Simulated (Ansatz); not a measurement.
A run for Ansatz (a quantum-chemistry and plane-wave program): SC-NEVPT2 on SA-CASSCF(6,6)/cc-pVTZ on GeH2 (SMILES [GeH2]), 2S+1 = 3, a spin state set in the input, which need not be the lowest.

Ansatz 0.2 input:
```yaml
crystal:
  periodic: [false, false, false]
  atoms:
    - {symbol: Ge, position_ang: [-0.00013225, 0.04576690, 0.00000000]}
    - {symbol: H, position_ang: [-1.33529880, -0.73613505, 0.00000000]}
    - {symbol: H, position_ang: [1.33953080, -0.72840574, 0.00000000]}
basis:
  gaussian:
    orbitals: cc-pVTZ
magnetization: {spin_polarized: false, initial_magnetization: 2}
correlation: {method: sc_nevpt2, electrons: outside_noble_gas, active_space: {window: {electrons: 6, orbitals: 6}, states: [{multiplicity: 1, weights: [1]}, {multiplicity: 3, weights: [1]}]}}
output: {orbitals: {seedname: ./end}}
```

It printed:

```
WARN ansatz: RAYON_NUM_THREADS=1 ignored (pool sized by the plan → 1); use --threads N
Functional definition: HF
integrals: 0.03 GiB planned
796 factors; integrals over basis functions are off by at most 1.2e-7 eV
mean field: 0.18 GiB planned
mean field evaluation 1: about -56503.7428 eV, gradient 7.6e0 eV
mean field evaluation 2: about -56503.7441 eV, gradient 7.6e0 eV
mean field evaluation 4: about -56504.4032 eV, gradient 1.5e0 eV
mean field evaluation 8: about -56504.4169 eV, gradient 1.1e-3 eV
mean field -56504.41686894 eV, -2076.4990198643 hartree, gradient 3.5e-6 eV, S^2 2.000000; 0 other end points of the search recorded, 0 dependent functions left out
reference -56504.41686894 eV, -2076.4990198643 hartree; 18, 16 occupied and 53, 55 virtual orbitals, 796 factors
configuration interaction: 0.20 GiB planned
configuration interaction: 0.00 GiB planned
state -56505.58388283 eV, -2076.5419068337 hartree
state -56505.58388283 eV, -2076.5419068337 hartree; corrected -56507.33022417 eV, -2076.6060836942 hartree
configuration interaction: 0.00 GiB planned
state -56505.21517011 eV, -2076.5283568911 hartree
state -56505.21517011 eV, -2076.5283568911 hartree; corrected -56506.82488890 eV, -2076.5875129656 hartree
Total energy: -56507.07755654 eV, -2076.5967983299 hartree
```

Self-consistency was reached. The last total energy is the mean of the averaged states.

Cost: around 2.7 core-seconds (rough).
